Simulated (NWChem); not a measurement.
System: C$_{3}$H$_{5}$F$_{3}$; SMILES FC(F)[C@H](F)C

Here is an NWChem input.

```
start job
memory heap 200 mb stack 900 mb global 1100 mb
geometry units angstroms noautosym nocenter noautoz
  C     -0.750735    -1.748845     0.373342
  C      0.311213    -0.663663     0.384865
  F      1.123746    -0.805046    -0.733447
  C     -0.279038     0.739658     0.358238
  F      0.724445     1.660814     0.325287
  F     -1.045877     0.906912    -0.758575
  H     -1.384261    -1.641471    -0.511358
  H     -0.272804    -2.731966     0.350960
  H     -1.381377    -1.691951     1.267822
  H      0.950243    -0.738313     1.274722
  H     -0.903994     0.937655     1.238358
end
basis spherical
  C library def2-svp
  F library def2-svp
  H library def2-svp
end
dft
  xc b3lyp
  iterations 150
end
property
  response 1 0.0773
end
task dft property
```

Excerpt of the output:

```
             Northwest Computational Chemistry Package (NWChem) 7.3.0
             --------------------------------------------------------

                             Geometry "geometry" -> ""
                             -------------------------

 Output coordinates in angstroms (scale by  1.889725989 to convert to a.u.)

  No.       Tag          Charge          X              Y              Z
 ---- ---------------- ---------- -------------- -------------- --------------
    1 C                    6.0000    -0.75073500    -1.74884500     0.37334200
    2 C                    6.0000     0.31121300    -0.66366300     0.38486500
    3 F                    9.0000     1.12374600    -0.80504600    -0.73344700
    4 C                    6.0000    -0.27903800     0.73965800     0.35823800
    5 F                    9.0000     0.72444500     1.66081400     0.32528700
    6 F                    9.0000    -1.04587700     0.90691200    -0.75857500
    7 H                    1.0000    -1.38426100    -1.64147100    -0.51135800
    8 H                    1.0000    -0.27280400    -2.73196600     0.35096000
    9 H                    1.0000    -1.38137700    -1.69195100     1.26782200
   10 H                    1.0000     0.95024300    -0.73831300     1.27472200
   11 H                    1.0000    -0.90399400     0.93765500     1.23835800

 Effective nuclear repulsion energy (a.u.)     266.2760648723

                              NWChem Property Module
                              ----------------------

                                 NWChem DFT Module
                                 -----------------

 Summary of "ao basis" -> "ao basis" (spherical)
 ------------------------------------------------------------------------------
       Tag                 Description            Shells   Functions and Types
 ---------------- ------------------------------  ------  ---------------------
 C                          def2-svp                 6       14   3s2p1d
 F                          def2-svp                 6       14   3s2p1d
 H                          def2-svp                 3        5   2s1p

            General Information
            -------------------
          SCF calculation type: DFT
          Wavefunction type:  closed shell.
          No. of atoms     :    11
          No. of electrons :    50
           Alpha electrons :    25
            Beta electrons :    25
          Charge           :     0
          Spin multiplicity:     1
          Use of symmetry is: off; symmetry adaption is: off
          Maximum number of iterations: 150
          AO basis - number of functions:   109
                     number of shells:    51
          Convergence on energy requested:  1.00D-06
          Convergence on density requested:  1.00D-05
          Convergence on gradient requested:  5.00D-04

              XC Information
              --------------
                         B3LYP Method XC Potential
                     Hartree-Fock (Exact) Exchange  0.200
                        Slater Exchange Functional  0.800 local
                    Becke 1988 Exchange Functional  0.720 non-local
              Lee-Yang-Parr Correlation Functional  0.810
                  VWN I RPA Correlation Functional  0.190 local

             Grid Information
             ----------------
          Grid used for XC integration:  medium
          Radial quadrature: Mura-Knowles
          Angular quadrature: Lebedev.
          Tag              B.-S. Rad. Rad. Pts. Rad. Cut. Ang. Pts.
          ---              ---------- --------- --------- ---------
          C                   0.70       49          10.0       434
          F                   0.50       49          11.0       434
          H                   0.35       45          10.0       434
          Grid pruning is: on
          Number of quadrature shells:   519
          Spatial weights used:  Erf1

      Superposition of Atomic Density Guess
      -------------------------------------

 Sum of atomic energies:        -413.24836073

      Non-variational initial energy
      ------------------------------

 Total energy =    -415.724839
 1-e energy   =   -1100.889668
 2-e energy   =     418.888764
 HOMO         =      -0.347965
 LUMO         =       0.118669

   convergence    iter        energy       DeltaE   RMS-Dens  Diis-err
 ---------------- ----- ----------------- --------- --------- ---------
 d= 0,ls=0.0,diis     1   -416.3835076264 -6.83D+02  1.66D-02  1.34D+00
 d= 0,ls=0.0,diis     2   -416.2782067307  1.05D-01  9.03D-03  2.85D+00
 d= 0,ls=0.0,diis     3   -416.5313329862 -2.53D-01  1.23D-03  3.68D-02
 d= 0,ls=0.0,diis     4   -416.5335413188 -2.21D-03  5.62D-04  6.14D-03
 d= 0,ls=0.0,diis     5   -416.5340875156 -5.46D-04  1.11D-04  2.62D-04
  Resetting Diis
 d= 0,ls=0.0,diis     6   -416.5341118812 -2.44D-05  3.12D-05  2.50D-05
 d= 0,ls=0.0,diis     7   -416.5341139918 -2.11D-06  9.83D-06  5.93D-07
 d= 0,ls=0.0,diis     8   -416.5341139733  1.85D-08  4.99D-06  8.72D-07

         Total DFT energy =     -416.534113973344
      One electron energy =    -1104.073499526881
           Coulomb energy =      470.812157162060
    Exchange-Corr. energy =      -49.548836480813
 Nuclear repulsion energy =      266.276064872290

 Numeric. integr. density =       49.999993345365

                       DFT Final Molecular Orbital Analysis
                       ------------------------------------

 Vector   23  Occ=2.000000D+00  E=-3.866430D-01
              MO Center=  1.7D-01,  2.4D-01, -8.8D-02, r^2= 3.1D+00
   Bfn.  Coefficient  Atom+Function         Bfn.  Coefficient  Atom+Function
  ----- ------------  ---------------      ----- ------------  ---------------
    33      0.345866   3 F  py               62      0.269705   5 F  pz
    76      0.260382   6 F  pz               36     -0.231025   3 F  py
   105      0.215156  11 H  s                34     -0.202690   3 F  pz
    65     -0.185471   5 F  pz               74     -0.176781   6 F  px
    60     -0.174219   5 F  px               79     -0.174646   6 F  pz

 Vector   24  Occ=2.000000D+00  E=-3.519543D-01
              MO Center=  5.4D-01, -9.0D-01, -8.4D-02, r^2= 2.1D+00
   Bfn.  Coefficient  Atom+Function         Bfn.  Coefficient  Atom+Function
  ----- ------------  ---------------      ----- ------------  ---------------
    32      0.383690   3 F  px               35     -0.272844   3 F  px
   100      0.247768  10 H  s                34      0.238382   3 F  pz
     4     -0.236411   1 C  px               18      0.230304   2 C  px
    33      0.218670   3 F  py               37     -0.161787   3 F  pz
    36     -0.154879   3 F  py                3     -0.153225   1 C  s

 Vector   25  Occ=2.000000D+00  E=-3.317979D-01
              MO Center=  1.1D-01,  9.8D-02,  8.4D-02, r^2= 2.8D+00
   Bfn.  Coefficient  Atom+Function         Bfn.  Coefficient  Atom+Function
  ----- ------------  ---------------      ----- ------------  ---------------
    33      0.290678   3 F  py               19      0.287215   2 C  py
    47     -0.264456   4 C  py               36     -0.214972   3 F  py
    61     -0.212873   5 F  py              105     -0.211796  11 H  s
    75     -0.199432   6 F  py               46      0.169777   4 C  px
    74      0.155530   6 F  px              106     -0.154555  11 H  s

 Vector   26  Occ=0.000000D+00  E= 4.490379D-02
              MO Center= -5.6D-01, -7.2D-01,  1.2D+00, r^2= 5.3D+00
   Bfn.  Coefficient  Atom+Function         Bfn.  Coefficient  Atom+Function
  ----- ------------  ---------------      ----- ------------  ---------------
     3      1.374130   1 C  s               106     -1.054003  11 H  s
    96     -1.008426   9 H  s               101     -0.925878  10 H  s
    91     -0.662269   8 H  s                17      0.628119   2 C  s
    45      0.564489   4 C  s                51      0.446413   4 C  pz
    23      0.383131   2 C  pz               86     -0.349139   7 H  s

 Vector   27  Occ=0.000000D+00  E= 7.650683D-02
              MO Center= -3.2D-01, -9.7D-01,  3.7D-01, r^2= 5.7D+00
   Bfn.  Coefficient  Atom+Function         Bfn.  Coefficient  Atom+Function
  ----- ------------  ---------------      ----- ------------  ---------------
     3      1.811697   1 C  s                91     -1.206449   8 H  s
   106      0.826645  11 H  s                86     -0.708607   7 H  s
    45     -0.580194   4 C  s                49      0.339124   4 C  px
    21      0.304447   2 C  px               50      0.294081   4 C  py
    23     -0.291379   2 C  pz               31     -0.291790   3 F  s

 Vector   28  Occ=0.000000D+00  E= 9.373642D-02
              MO Center= -4.2D-02, -8.1D-01,  1.1D+00, r^2= 5.5D+00
   Bfn.  Coefficient  Atom+Function         Bfn.  Coefficient  Atom+Function
  ----- ------------  ---------------      ----- ------------  ---------------
   101      1.647663  10 H  s                17     -1.431630   2 C  s
     3      1.352145   1 C  s                96     -0.902847   9 H  s
    86     -0.863283   7 H  s               106     -0.817701  11 H  s
    23     -0.808813   2 C  pz               45      0.787529   4 C  s
     7     -0.347623   1 C  px                8      0.321839   1 C  py

     Multipole analysis of the density
     ---------------------------------

     L   x y z        total         alpha         beta         nuclear
     -   - - -        -----         -----         ----         -------
     0   0 0 0     -0.000000    -25.000000    -25.000000     50.000000

     1   1 0 0     -0.512835     -0.178252     -0.178252     -0.156331
     1   0 1 0     -0.572098     -0.249175     -0.249175     -0.073748
     1   0 0 1      0.993362      0.668118      0.668118     -0.342874

     2   2 0 0    -26.072623    -77.283761    -77.283761    128.494898
     2   1 1 0      0.090997     -5.945474     -5.945474     11.981945
     2   1 0 1     -0.149755      1.294314      1.294314     -2.738384
     2   0 2 0    -25.441258   -149.815750   -149.815750    274.190242
     2   0 1 1     -0.234729      3.310948      3.310948     -6.856624
     2   0 0 2    -24.498563    -45.492761    -45.492761     66.486959

 *** CALLING NEW AORESP DRIVER FOR CLOSED AND OPEN SHELLS ***
 Entering AOResponse driver routine

--------------------------------------------------------------------------------

          -----------------------------------------------
          Solving response equations for perturbing field
          -----------------------------------------------

 number of frequencies:     1
 frequency in a.u.:  0.7730000E-01
 Perturbing field: electric
 Using El. Dipole Length Gauge

 Setting up CPKS with frequency omega =      0.07730000 a.u.

                            NWChem Dynamic CPHF Module
                            --------------------------

    scftype = RHF
    nclosed =   25
      nopen =    0
  variables =     4200
  num. vecs =        3
  tolerance =   1.0D-04
  max. iter =   50

 SCF residual:    1.5308401589024442E-004

Iterative solution of linear equations
  No. of variables     4200
  No. of equations        3
  Maximum subspace       30
       Convergence  1.0D-04

   iter   nsub   residual    time
   ----  ------  --------  ---------
     1      3    1.38D+00      27.8
     2      6    1.01D+00      36.9
     3      9    1.83D-01      45.9
     4     12    4.04D-02      55.3
     5     15    7.60D-03      64.8
     6     18    1.00D-03      74.0
     7     21    1.29D-04      83.3
     8     24    1.26D-05      92.7

 Electric Dipole Response Matrix (nonzero elements):

              1        2        3
    1   33.8574   1.5019  -0.1356
    2    1.5019  35.8057   0.2077
    3   -0.1356   0.2077  33.0736

 ------------------------------------------
 average:        34.24555 + I       0.00000

 DFT Linear Response polarizability / au
 Frequency  =       0.0773000 / au
 Wavelength =     589.4353558 / nm
              X              Y              Z
 -----------------------------------------------
 X      33.8573695      1.5018774     -0.1355779
 Y       1.5018803     35.8057056      0.2077255
 Z      -0.1355751      0.2077192     33.0735695
 -----------------------------------------------
 Eigenvalues =      32.8368816     36.6256096     33.2741535
 Isotropic   =      34.2455482
 Anisotropic =       3.5901200
 -----------------------------------------------

 Magnetic Dipole Response Matrix (nonzero elements):
```

Level: B3LYP/def2-SVP. Coordinates come from a B3LYP/6-31G* (spherical d) optimisation.
